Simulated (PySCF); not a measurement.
Sb(F)3 anion (F₃Sb), SMILES [F][Sb]([F])[F] (connectivity only; charge and spin as stated), charge -1, multiplicity 2. Atoms are numbered in the order given.

```xyz
4

Sb     0.0000     0.0000    -0.2587
F      0.0000    -2.1197    -0.1400
F      0.0000     0.0000     1.7458
F      0.0000     2.1197    -0.1400
```
Charge -1, spin multiplicity 2.

Geometry optimised at B3LYP-D3(BJ)/def2-SVPD. The spin state was assumed, not searched. The isomer is the one that the SMILES or the coordinates give; other isomers of the formula were not compared. The def2 effective core potentials stand for the cores of Sb; spin–orbit coupling is left out.

Method: PySCF with PBE/def2-TZVPD.

Mulliken values depend strongly on the basis, most of all with diffuse functions as here. ESP charges are fitted to the potential on shells at 1.4 to 2.0 van der Waals radii. Atomic charges (e):

```tsv
atom	ESP fit	Mulliken	Mulliken spin
Sb1	…	0.81	1.00
F2	…	-0.64	0.00
F3	…	-0.54	0.00
F4	…	-0.64	0.00
```

Problem. What belongs in the gaps? (An estimate is asked for; the answer gives what the named calculation found.)

Solution. 
- Sb1, ESP fit: 0.27
- F2, ESP fit: -0.49
- F3, ESP fit: -0.29
- F4, ESP fit: -0.49
